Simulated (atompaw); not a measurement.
## titanium: from the effect back to the setting (PAW (atompaw))

Base potential:

Ti, PAW, made with atompaw 4.2.0.5 (PBEsol, non-relativistic). Core [Ne], reference 3s2 3p6 3d2 4s0.5 4p0 (charge +1.5). Waves: 3s (bound): rc 1.30 bohr; 4s (bound): rc 1.85 bohr; 3p (bound): rc 1.50 bohr; 4p (bound, empty): rc 1.85 bohr; 3d (bound): rc 1.85 bohr; 3d channel at 0.2 Ry: rc 1.85 bohr. Local part: bessel scheme, radius 1.70 bohr. Core correction: smooth core density matched at 1.35 bohr. Augmentation charge: sinc compensation charge, radius 1.55 bohr; PAW radius 1.85 bohr; waves and projectors: custom rrkj gramschmidtortho.

Cutoffs, loose and tight: the cutoffs (Ry, on a coarse ladder) from which the occupation-weighted sum of valence levels, in a spherical-Bessel basis at the reference potential, stays within 10 and 1 mRy of its value at 400 Ry. They see the waves, projectors and local potential, not the compensation charge or the core.

Only the scale of all radii (base = 1) is moved:

```json
{"scale of all radii (base = 1)": "0.77", "cutoff, loose": "60 Ry", "cutoff, tight": "110 Ry", "bound ghosts": "none"}
{"scale of all radii (base = 1)": "0.87", "cutoff, loose": "45 Ry", "cutoff, tight": "90 Ry", "bound ghosts": "none"}
{"scale of all radii (base = 1)": "0.98", "cutoff, loose": "35 Ry", "cutoff, tight": "70 Ry", "bound ghosts": "none"}
{"scale of all radii (base = 1)": "1.06", "cutoff, loose": "35 Ry", "cutoff, tight": "55 Ry", "bound ghosts": "none"}
{"scale of all radii (base = 1)": "1.29", "cutoff, loose": "21 Ry", "cutoff, tight": "40 Ry", "bound ghosts": "none"}
```

Q: One more run gave cutoff, loose: 30 Ry; cutoff, tight: 50 Ry; bound ghosts: none. Which value of the scale of all radii (base = 1) was used?

A: 1.14. The tight cutoff moves one way along this sweep, from 110 Ry at 0.77 to 40 Ry at 1.29, which places the run between 1.06 and 1.29.
